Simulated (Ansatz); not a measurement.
The first iterations of a band of Cl2Zn + H2 (5 atoms, charge 0, multiplicity 1).

These are results of Ansatz 0.2.0, RKS PBE0-D4/def2-SVP, not measurements.

```yaml
movable_images: 9
climbing_image: yes
spring: 5.0 eV/Å²
optimiser: quadratic models (default)
start_path: through a guess of the saddle point
force_threshold: 0.2 eV/Å
iteration_limit: 60
end_points: relaxed
```

Initial state:

```xyz
5
Properties=species:S:1:pos:R:3
Zn 0.265 0.000 0.293
Cl 0.813 0.000 2.326
Cl -0.092 0.000 -1.781
H -2.224 0.000 0.461
H -2.048 0.000 1.205
```

Final state:

```xyz
5
Properties=species:S:1:pos:R:3
Zn -0.981 0.000 -0.552
Cl 0.190 0.000 2.034
Cl 0.878 0.000 -1.579
H -2.439 0.000 -0.068
H -0.933 0.000 2.667
```

| iteration | highest image above the first end (eV) | largest band force component (eV/Å) |
| --- | --- | --- |
| 1 | 2.160 | 5.670 |
| 2 | 1.525 | 1.996 |

Does the band converge within its limit, and where does its top end?

The run converged. It ended after 8 iterations with the highest image 1.308 eV above the first end. The threshold of 0.2 eV/Å is loose, so the images may lie well off the minimum-energy path. Another band between the same ends (9 images) ends at a top of the same energy, where a vibrational analysis finds 1 clearly imaginary mode. The orbitals stay closed-shell, which can raise the energy where a bond breaks towards radicals; this wasn't checked here.

Time of the run: 4.3 min on 1 thread of Arm Neoverse V1 (shared host), peak memory 0.18 GiB.
